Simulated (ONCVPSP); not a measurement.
## F, ONCV: configuration errors across variants

- Element: F (Z = 9)
- Generator: ONCVPSP 4.0.1
- Type: optimised norm-conserving Vanderbilt (ONCV)
- Functional: PBE
- Relativity: non-relativistic
- Frozen core: [He]
- Valence charge: 7
- Reference configuration: 2s2 2p3 (charge +2)
- Partial waves: 2s: rc 0.80 bohr, ncon 3, nbas 7, qcut 10.4 1/bohr, 1 projector; 2p: rc 1.20 bohr, ncon 4, nbas 8, qcut 10.2 1/bohr, 2 projectors, debl 2.2 Ha
- Local potential: polynomial inside 0.70 bohr (lpopt 5, dvloc0 0 Ha)
- Core correction: Teter function fitted to the true core (icmod 2), fcfact 0.4

All-electron excitation energies from the reference (eV): (1) 2s2 2p5 -57.796; (2) 2s2 2p4 -38.395; (3) 2s2 2p2 60.642; (4) 2s1 2p6 -39.072.

Errors AE − PS in meV (a dash: test not solved or not reliable):

| change | (1) | (2) | (3) | (4) | bound ghosts | GHOST(+) flags above zero |
| --- | --- | --- | --- | --- | --- | --- |
| base | +161 | +67 | +155 | +337 | none | none |
| s: rc 0.56; local potential polynomial inside 0.56 bohr (lpopt 5, dvloc0 0 Ha) | +154 | +64 | +149 | +310 | none | none |
| s: rc 0.64; local potential polynomial inside 0.64 bohr (lpopt 5, dvloc0 0 Ha) | +154 | +65 | +149 | +316 | none | none |
| s: rc 0.86 | +165 | +69 | +158 | +348 | none | none |
| s: rc 0.92 | +169 | +70 | +162 | +362 | none | none |
| s: rc 1.04 | +180 | +75 | +170 | +392 | none | none |
| s: rc 1.18 | +195 | +81 | +181 | +433 | none | none |

(1) Give the same row for: s: rc 0.76.

Answers

(1) +158, +66, +153, +329; bound ghosts: none; GHOST(+) flags above zero: none.
